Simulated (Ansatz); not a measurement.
CH$_{3}$AlCl$_{2}$, relaxed with RKS PBE-D4/def2-SVP in the Gaussian-basis code of Ansatz from a rough embedded geometry. The force threshold is 0.03 eV/Å; the program also tests the step.

The species carries charge 0 and has multiplicity 1. The bonds changed during the relaxation, so this is another structure than the one it started from.

Start:

```xyz
7

Al    0.515    0.150    0.941
C    -0.286   -0.066   -0.798
Cl   -0.621   -1.773   -1.053
Cl   -1.757    0.834   -0.946
H     0.915    1.652    1.503
H     0.797   -1.094    1.947
H     0.435    0.297   -1.594
```

```json
{"step": "1", "energy (eV)": "-32700.9885", "largest force (eV/Å)": "1.563", "largest move (Å)": "0.000"}
{"step": "2", "energy (eV)": "-32701.1799", "largest force (eV/Å)": "0.991", "largest move (Å)": "0.095"}
{"step": "3", "energy (eV)": "-32701.2609", "largest force (eV/Å)": "0.365", "largest move (Å)": "0.110"}
{"step": "4", "energy (eV)": "-32701.3157", "largest force (eV/Å)": "0.299", "largest move (Å)": "0.166"}
{"step": "5", "energy (eV)": "-32701.3901", "largest force (eV/Å)": "0.389", "largest move (Å)": "0.195"}
{"step": "6", "energy (eV)": "-32701.4410", "largest force (eV/Å)": "0.350", "largest move (Å)": "0.195"}
{"step": "7 (rejected)", "energy (eV)": "-32701.3644", "largest force (eV/Å)": "0.674", "largest move (Å)": "0.140"}
{"step": "8", "energy (eV)": "-32701.4529", "largest force (eV/Å)": "0.086", "largest move (Å)": "0.069"}
{"step": "9", "energy (eV)": "-32701.4543", "largest force (eV/Å)": "0.072", "largest move (Å)": "0.034"}
{"step": "10", "energy (eV)": "-32701.4551", "largest force (eV/Å)": "0.023", "largest move (Å)": "0.013"}
```

End:

```xyz
7

Al    0.431    0.251    0.997
C    -0.020   -0.213   -0.890
Cl   -0.340   -1.858   -1.404
Cl   -1.648    0.663   -0.247
H     1.161    1.646    1.241
H     0.186   -0.889    2.079
H     0.229    0.401   -1.775
```

Hardware: 2 threads of an Arm Neoverse V2 on a shared host. Wall time 12 s, peak host memory 0.12 GiB.
